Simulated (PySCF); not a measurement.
A structure optimised at PBE0-D3(BJ)/def2-SVP, used in a PySCF frequency run:

```xyz
6

Mo     0.0000     0.0000     0.2746
O      0.0000     0.0000     1.9396
Cl     0.0000     0.0000    -2.1017
Cl    -1.9444    -1.1226     0.1701
Cl     0.0000     2.2452     0.1701
Cl     1.9444    -1.1226     0.1701
```
Charge 0, spin multiplicity 1.

Q: Write its SMILES, formula and point group.

A: [O]=[Mo]([Cl])([Cl])([Cl])[Cl], Cl₄MoO, C3v

Q: What are its rotational constants (standard atomic weights)?

A: 1.0207, 1.0207, 0.94272 GHz
